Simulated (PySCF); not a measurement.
Bond curve of AsSe⁺

Set-up: As cc-pVDZ-PP with ECP10, Se cc-pVDZ-PP with ECP10; scalar-relativistic core potentials (PySCF 2.14). Energies in eV from As + Se⁺ in their ground configurations at the same level. State: ¹Σ⁺ (singlet), closed shell.

Curves on a restricted Hartree–Fock reference rise too fast on stretching and do not dissociate correctly.

| R (Å) | RHF | RHF-CCSD |
| --- | --- | --- |
| 1.784 | 0.154 |  |
| 1.867 | -0.935 | -3.000 |
| 1.950 | -1.473 | -3.700 |
| 2.012 | -1.610 | -3.963 |
| 2.074 | -1.577 | -4.059 |
| 2.136 | -1.415 | -4.028 |
| 2.219 | -1.049 | -3.841 |
| 2.323 | -0.436 | -3.455 |
| 2.447 | 0.427 | -2.865 |
| 2.613 | 1.642 |  |

Task: Put a parabola through the three lowest points of the RHF curve and estimate Re, k and ωe (reduced mass 38.67 u; 1 eV/Å² = 0.16022 mdyn/Å; ωe = 1302.8·√(k/μ) cm⁻¹).

Result: Through R = 1.95, 2.012, 2.074 Å the second-order coefficient is 22.1 eV/Å², so Re ≈ 2.031 Å, k ≈ 7.09 mdyn/Å and ωe ≈ 558 cm⁻¹. A polynomial fit of higher order to the unrounded RHF energies gives Re = 2.029 Å, k = 6.53 mdyn/Å, ωe = 535 cm⁻¹; anharmonicity and rounding make the difference.

The higher-order fit for each curve: RHF: Re = 2.029 Å, ωe = 535 cm⁻¹, De = 1.62 eV; RHF-CCSD: Re = 2.087 Å, ωe = 465 cm⁻¹, De = 4.06 eV.

Correlated steps freeze 8 core orbitals. Correlated levels converge slowly with the basis: in double zeta they bind strong bonds too weakly, by up to about 1 eV, and carry superposition errors of some tenths. For an ion De counts to the pair picked by the measured ionisation energies or electron affinities, which need not be the lowest pair at this level. Where the molecule has an RHF reference, its open-shell atoms are computed with UHF.
